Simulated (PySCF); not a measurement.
PySCF 2.14 output of a UHF calculation on a single atom or ion in aug-cc-pwCVTZ-DK with one added diffuse shell each of s, p, d, f, g type (11s10p8d5f4g, 152 functions), with scalar relativity by spin-free X2C-1e:

```
SCF conv_tol = 1e-09
number electrons alpha = 11  beta = 10
cycle= 1 E= -763.187236342324  delta_E= -0.00384  |g|= 0.0215  |ddm|= 0.119
cycle= 2 E= -763.189765987028  delta_E= -0.00253  |g|= 0.0206  |ddm|= 0.0954
cycle= 3 E= -763.191819921514  delta_E= -0.00205  |g|= 0.0215  |ddm|= 0.0797
cycle= 4 E= -763.183733440927  delta_E= 0.00809  |g|= 0.0225  |ddm|= 0.387
cycle= 5 E= -763.177935770525  delta_E= 0.0058  |g|= 0.0472  |ddm|= 0.406
cycle= 6 E= -763.177937161217  delta_E= -1.39e-06  |g|= 0.0603  |ddm|= 0.149
cycle= 7 E= -763.178142797813  delta_E= -0.000206  |g|= 0.0342  |ddm|= 0.287
cycle= 8 E= -763.177841624359  delta_E= 0.000301  |g|= 0.0253  |ddm|= 0.195
cycle= 9 E= -763.178248324579  delta_E= -0.000407  |g|= 0.0226  |ddm|= 0.0593
cycle= 10 E= -763.180328356815  delta_E= -0.00208  |g|= 0.0108  |ddm|= 0.334
cycle= 11 E= -763.180346142532  delta_E= -1.78e-05  |g|= 0.0037  |ddm|= 0.0827
cycle= 12 E= -763.180395590218  delta_E= -4.94e-05  |g|= 0.00328  |ddm|= 0.0771
cycle= 13 E= -763.180381555249  delta_E= 1.4e-05  |g|= 0.00138  |ddm|= 0.0477
cycle= 14 E= -763.180382873827  delta_E= -1.32e-06  |g|= 0.000415  |ddm|= 0.019
cycle= 15 E= -763.180382993147  delta_E= -1.19e-07  |g|= 2.53e-05  |ddm|= 0.00247
cycle= 16 E= -763.180382994434  delta_E= -1.29e-09  |g|= 1.06e-05  |ddm|= 0.000392
cycle= 17 E= -763.180382994644  delta_E= -2.11e-10  |g|= 1.27e-06  |ddm|= 0.000193
converged SCF energy = -763.180382994644  <S^2> = 0.89082059  2S+1 = 2.1361841
```

The run itself started from symmetry-adapted Hartree-Fock orbitals and held the occupation by maximum overlap, so the iterations belong to that start.

Which element, charge and spin multiplicity is this?

Sc (scandium, neutral), multiplicity 2; the state was [Ar] 4s2 4p1, 2P determinant (an excited configuration).

⟨S²⟩ = 0.89 against 0.75 shows spin contamination.
